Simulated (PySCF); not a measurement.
## Frontier orbitals and the lowest excitations

FH₅SeSi₂.
Structure used (PBE0-D3(BJ)/def2-SVP), in Å, numbered top down from 1:
```xyz
9
FH5SeSi2 angstrom
F      1.529    1.646   -0.592
Si     1.794    0.145   -0.030
Se     0.209   -1.278   -0.784
Si    -1.552   -0.132    0.141
H      3.092   -0.351   -0.556
H      1.779    0.244    1.454
H     -2.037    0.935   -0.779
H     -2.636   -1.128    0.374
H     -1.116    0.476    1.433
```

Computed with TDDFT wB97X-D/def2-SVPD, vertical, gas phase, core orbitals frozen in the response in PySCF. The wB97X-D/def2-SVPD calculation is non-relativistic and has no spin–orbit coupling, an omission that weighs most on selenium.

Kohn–Sham orbitals with the atoms that hold most of them (Löwdin shares over 4%, at most four atoms; ? is withheld):

```tsv
orbital	ε (eV)	atoms
HOMO-3	-12.06	Si2 20%, Si4 18%, H6 17%, H9 13%
HOMO-2	-11.21	Se3 33%, Si2 19%, Si4 19%, H5 14%
HOMO-1	-10.71	Se3 59%, Si4 12%, Si2 11%, H9 5%
HOMO	?	?
LUMO	1.09	?
LUMO+1	1.38	Se3 43%, Si2 18%, Si4 14%, H6 6%
LUMO+2	1.49	Se3 29%, Si2 27%, Si4 16%, H5 7%
```

Q: Give the leading atoms of the HOMO.

A: Se3 (bonded to 2 Si) 74%; Si4 (bonded to Se and 3 H) 9%; Si2 (bonded to F, Se and 2 H) 9%. By element: selenium 74%, silicon 18%.

Q: Give the leading atoms of the LUMO.

A: Se3 (bonded to 2 Si) 36%; Si4 (bonded to Se and 3 H) 26%; Si2 (bonded to F, Se and 2 H) 9%; H7 (bonded to Si) 8%. By element: selenium 36%, silicon 35%, hydrogen 8% or more.

Q: What is the HOMO energy, and the HOMO–LUMO gap?

A: ε(HOMO) = -9.19 eV; the gap is 10.28 eV (0.3779 hartree).

Q: The HOMO–LUMO gap is 10.28 eV. Where does the response calculation put the lowest singlet, and from which orbitals?

A: S1 is at 5.69 eV (f = 0.0098), 4.59 eV below the gap, made of HOMO→LUMO (76%), HOMO→LUMO+1 (9%). 

Q: One configuration dominates each of S1 and S6. Which, and how do the shares of the two leading atoms of either orbital change from the occupied to the empty one?

A: 
- S1 (5.69 eV, f 0.0098), HOMO→LUMO (76%): Se3 74% → 36%, Si4 9% → 26%
- S6 (7.43 eV, f 0.071), HOMO-1→LUMO (81%): Se3 59% → 36%, Si4 12% → 26%

One conformer stands for the species.
